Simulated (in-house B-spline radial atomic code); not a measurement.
The numbers below are computed, except where a source is named.
Two electrons in Ge: a Gaussian well −V exp(−r²/w²) with V = 16 meV and w = 86.5 nm

For Ge the NSM archive of the Ioffe Institute lists m_l = 1.6 m0, m_t = 0.08 m0 and ε = 16.2; the model takes one isotropic valley with the conductivity mass 3/(1/m_l + 2/m_t) = 0.117 m0, and so misses anisotropy and the other valleys. All triplets below are those of one valley; with several valleys two electrons can form a triplet in the 1s orbital itself, at an energy set by the valley splitting.

Effective-mass model with parabolic bands, a uniform dielectric constant, no image charges, no central-cell or spin-orbit terms. Two-electron levels come from full CI in B-splines with partial waves to l = 5 (up to 0.001 effective hartree above the limit).

Q: What are the effective units, and what is the potential in them?

A: Ha* = 27211.386 meV × 0.117/16.2² = 12.13 meV and a* = 0.0529177 nm × 16.2/0.117 = 7.327 nm. V = 1.32 Ha* and w = 11.8 a*.

In these units the lowest s and p orbitals lie at -1.120265 and -0.991801, and their Coulomb and exchange integrals are J_ss = 0.286802, J_sp = 0.236483 and K_sp = 0.04673. Full CI gives -2.009252 for the ground singlet, -1.938155 for the sp triplet, -1.884249 for the sp singlet and -1.823499 for the lowest triplet of two s orbitals.

Q: What does it cost to add the second electron, to first order and exactly?

A: To first order E = 2ε_s + J_ss = -1.953728, so the charging energy E(2) − 2E(1) is J_ss = 3.479 meV. CI gives -2.009252 − 2 × (-1.120265) = 0.231279, or 2.806 meV: relaxation and correlation lower it by 0.6736 meV, 19.4 % of J_ss. The s² configuration of one-electron orbitals holds 85.2 % of the state, and the mean radius is 27.3 nm. The second electron is bound by ε_s − E = 10.78 meV, against 13.59 meV for the first.

Q: How far above the singlet do the triplets lie?

A: To first order the sp triplet lies at ε_s + ε_p + J_sp − K_sp = -1.922314, which is 0.3811 meV above 2ε_s + J_ss. CI gives -1.938155 − (-2.009252) = 0.071097, or 0.8625 meV, 55 % of the orbital spacing of 1.558 meV. The ss triplet lies 2.253 meV up, so the lower of the two is the sp one, and its gap equals k_BT at 10 K. The sp singlet-triplet splitting is 0.6539 meV, against 2K_sp = 1.134 meV.
